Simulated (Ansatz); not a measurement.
Geometry optimisation, RKS B3LYP/STO-3G (Ansatz 0.2.0).

Input:

```yaml
crystal:
  periodic: [false, false, false]
  atoms:
    - { symbol: C, position_ang: [2.1267, -0.6167, 1.6696] }
    - { symbol: C, position_ang: [1.3882, 0.2494, 0.8601] }
    - { symbol: B, position_ang: [0.4345, -0.2594, -0.3197] }
    - { symbol: C, position_ang: [0.3511, -1.8039, -0.6092] }
    - { symbol: Si, position_ang: [-0.4858, 1.0399, -1.4021] }
    - { symbol: "N", position_ang: [-1.5637, 2.0267, -0.3458] }
    - { symbol: C, position_ang: [-2.4964, 1.4757, 0.3217] }
    - { symbol: H, position_ang: [2.0726, -1.6328, 1.5339] }
    - { symbol: H, position_ang: [2.7045, -0.1462, 2.4896] }
    - { symbol: H, position_ang: [1.4731, 1.3244, 1.0442] }
    - { symbol: H, position_ang: [-0.1502, -2.3166, 0.3126] }
    - { symbol: H, position_ang: [-0.4001, -1.9547, -1.4398] }
    - { symbol: H, position_ang: [1.2089, -2.2397, -0.8761] }
    - { symbol: H, position_ang: [-1.3113, 0.3719, -2.3937] }
    - { symbol: H, position_ang: [0.4838, 1.9202, -2.0325] }
    - { symbol: H, position_ang: [-2.7091, 0.4392, 0.2867] }
    - { symbol: H, position_ang: [-3.1458, 2.1221, 0.9406] }
basis:
  gaussian: { orbitals: STO-3G }
hamiltonian:
  xc: b3lyp
relax:
  f_tol: 0.02
  max_steps: 40
```

Run as:

```bash
$ ansatz run input.yaml --threads 1 --pin off --max-ram 2048MiB --backend cpu --events-out ev --progress --plain --runs-dir out
```

Where does it end, and by what steps?

The forces met the threshold. The force dipped under the threshold on the way, but the program's further checks kept it going. Limits of this set-up: minimal basis. After 33 steps the energy has fallen by 0.998 eV; H12 moved furthest, 1.34 Å.

| step | energy less start (eV) | largest force component (eV/Å) | accepted |
| --- | --- | --- | --- |
| 0 | 0.0000 | 7.458 | yes |
| 2 | -0.7118 | 1.692 | yes |
| 4 | -0.8383 | 0.558 | no |
| 6 | -0.9335 | 0.170 | yes |
| 8 | -0.9499 | 0.764 | yes |
| 10 | -0.9567 | 0.438 | no |
| 12 | -0.9749 | 0.058 | yes |
| 14 | -0.9830 | 0.153 | yes |
| 16 | -0.9784 | 0.530 | no |
| 18 | -0.9881 | 0.050 | yes |
| 20 | -0.9908 | 0.119 | yes |
| 22 | -0.9930 | 0.056 | yes |
| 24 | -0.9954 | 0.066 | yes |
| 26 | -0.9973 | 0.073 | yes |
| 28 | -0.9977 | 0.030 | yes |
| 30 | -0.9981 | 0.030 | yes |
| 32 | -0.9983 | 0.015 | yes |
| 33 | -0.9983 | 0.015 | yes |

```xyz
17
Properties=species:S:1:pos:R:3
C 2.266 -0.555 1.631
C 1.220 0.062 1.037
B 0.479 -0.484 -0.211
C 0.709 -1.950 -0.758
Si -0.804 0.701 -1.150
N -1.337 2.052 -0.040
C -2.609 2.106 0.227
H 2.652 -1.522 1.276
H 2.800 -0.126 2.493
H 0.917 1.035 1.458
H -0.210 -2.542 -0.596
H 0.878 -1.958 -1.847
H 1.535 -2.496 -0.281
H -1.963 -0.002 -1.675
H -0.156 1.358 -2.269
H -3.402 1.422 -0.155
H -2.992 2.900 0.900
```

Whether the end is a true minimum wasn't checked by a vibrational analysis.

The run took 2.8 min on 1 thread of Arm Neoverse V1 (shared host), peak memory 0.16 GiB.
